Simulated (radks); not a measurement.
Q: Ionisation of the boron ion B+, [He] 2s2, to [He] 2s1 as the strength of local exchange is varied. Method: scalar-relativistic Kohn-Sham, Slater X-alpha exchange (alpha = 2/3 is LDA exchange), no correlation, spin-polarised, spherical densities, finite nucleus; Fermi nuclear charge, rms radius 2.406 fm; computed with a radial shooting solver on a logarithmic mesh with Libxc functionals.

alpha  E(B+) (hartree)  exchange (hartree)  IE (eV)  -e of the level emptied (eV)  <r> of it (bohr)
0.561        -23.32023            -2.49681   21.853                   16.979 (2s)             1.846
0.621        -23.58821            -2.78326   22.424                   17.642 (2s)             1.823
0.667        -23.79494            -3.00541   22.866                   18.158 (2s)             1.806
0.827        -24.52256            -3.79523   24.443                   20.010 (2s)             1.749
0.952        -25.10028            -4.43079   25.715                   21.517 (2s)             1.707
x            -23.61511            -2.81211   22.481                   17.709 (2s)             1.821

Which alpha was used in the last row?

A: alpha = 0.627. NIST Atomic Spectra Database: 25.155 eV (measured). The Delta-SCF value meets it near alpha = 0.90.
